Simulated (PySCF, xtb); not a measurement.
B2O2, SMILES O=BB=O.

GFN2-xTB (xtb) at its own geometry gives an orbital gap of 5.75 eV and a dipole moment of 0.05 D.

The structure is a stationary point at PBE0-D3(BJ)/def2-TZVP. One conformer was computed; it need not be the lowest.

Question: What does M06-2X/def2-TZVPD run with PySCF give? (The exact figures need the calculation; the answer reports its results.)

Answer: gap 11.03 eV (levels -12.56 and -1.52 eV), dipole 0.00 D.
